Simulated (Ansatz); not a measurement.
## Reading a saddle point

A first-order saddle point of GeSiH₆Cl, doublet, PBE0-D4/def2-TZVP, with one imaginary mode of 716i cm⁻¹:

H1  (0.110, -0.037, 0.326)
Si2  (-1.465, -0.998, 0.223)
Cl3  (-1.911, -0.637, -1.755)
Ge4  (1.496, 0.944, 0.005)
H5  (-2.582, -0.473, 1.053)
H6  (-1.319, -2.467, 0.404)
H7  (2.319, 0.280, -1.110)
H8  (2.332, 1.051, 1.292)
H9  (1.020, 2.337, -0.437)
(Å)

Computed with Ansatz 0.2.0 (basis: def2-TZVPP and def2-QZVPP); correlated methods freeze the cores; orbitals are unrestricted. Filled d shells of the heavier atoms are correlated. The def2 sets are not built for correlating such inner shells, so the correlated values are less sure here. Extrapolation: Hartree–Fock as exp(−7.88 √X), correlation as X^−2.97.

(1) Which contacts change along the imaginary mode, and what lies on either side? (Judge from chemistry; the calculation decides.)

(2) Which side is lower, and how far does the saddle lie above each? (To be estimated.)

T1 diagnostic: at most 0.013. ⟨S²⟩ of the unrestricted Hartree–Fock references: 0.75 to 0.78 (a pure state has 0.75). The start structure is not quite a true minimum (one mode of 45i cm⁻¹). The end structure is not quite a true minimum (one mode of 45i cm⁻¹).

Results:

(1) By the calculation: The step is SiH₃Cl ([SiH3][Cl]) + GeH₃ → SiH₂Cl ([SiH2][Cl]) + GeH₄, with the molecules in contact on both sides. Shortening one way: H1–Ge4; lengthening the same way: H1–Si2.
```
  pair  one side (Å)  saddle (Å)  other side (Å)
H1–Ge4          3.57        1.73            1.54
H1–Si2          1.48        1.85            3.38
```

(2) The calculation gives: The side with H1–Si2 short is lower by 24.9 kJ/mol; the saddle lies 53.7 kJ/mol above it and 28.8 kJ/mol above the other (CCSD(T) at an estimated basis limit (MP2 extrapolated from triple and quadruple zeta, plus CCSD(T) − MP2 in triple zeta); electronic energies).

Radical steps of this kind take place in plasma deposition and etching.

Labels in which every atom is bracketed show which atoms are joined, not bond orders.

For scale, one of the runs: CCSD(T)/def2-TZVPP, 216 basis functions, launched by `ansatz run in.yaml --threads 8 --pin off --events-out ev --progress --plain --max-ram 19148MiB`. Time: 3.1 min of wall clock on 8 CPU threads of an Intel Xeon; the host was shared. Peak host memory: 7.9 GiB.
